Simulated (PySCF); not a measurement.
Spectrum to structure. Method: TDDFT PBE0/def2-SVPD, vertical, gas phase, core orbitals frozen in the response in PySCF. Geometries: GFN2-xTB, one conformer each.

```json
{"state": "S1", "λ (nm)": "233.1", "f": "0.0014"}
{"state": "S2", "λ (nm)": "181.8", "f": "0.179"}
{"state": "S3", "λ (nm)": "179.5", "f": "0.0035"}
{"state": "S4", "λ (nm)": "176.5", "f": "0.249"}
{"state": "S5", "λ (nm)": "170.1", "f": "0.0035"}
{"state": "S6", "λ (nm)": "167.3", "f": "0.0054"}
```

Question: Which structure fits? All have the formula C7H11N.
A. `C=CCC(=C)/C=N/C`
B. `[H]/N=C/[C@@H]1[C@H]2CCC[C@@H]12`
C. `C=CN1C=C(C)CC1`
D. `C(N1C[C@H]1C#CC)C`

Answer: B. Its S1 lies at 5.32 eV; the nearest of the others has S1 at 5.97 eV. S1 is HOMO→LUMO (97%). Löwdin shares by element: HOMO nitrogen 58%, carbon 15% or more, hydrogen 13% or more; LUMO carbon 41% or more, nitrogen 35%, hydrogen 6% or more (atoms not listed hold the other 17%). At the same level the other candidates give, for their lowest levels:
- `C=CN1C=C(C)CC1`: 269 nm (f 0.007); 250 nm (f 0.430); 240 nm (f 0.022); 233 nm (f 0.001); 223 nm (f 0.240); T1 3.34 eV; HOMO -4.98, LUMO 0.60 eV
- `CC#C[C@@H]1CN1CC`: 208 nm (f 0.014); 203 nm (f 0.014); 197 nm (f 0.063); 184 nm (f 0.015); 181 nm (f 0.006); T1 5.12 eV; HOMO -6.45, LUMO 0.64 eV
- `C=CCC(=C)/C=N/C`: 281 nm (f 0.000); 240 nm (f 0.027); 213 nm (f 0.448); 187 nm (f 0.040); 184 nm (f 0.062); T1 3.33 eV; HOMO -7.11, LUMO -1.18 eV
Triplets come from the Tamm–Dancoff approximation.
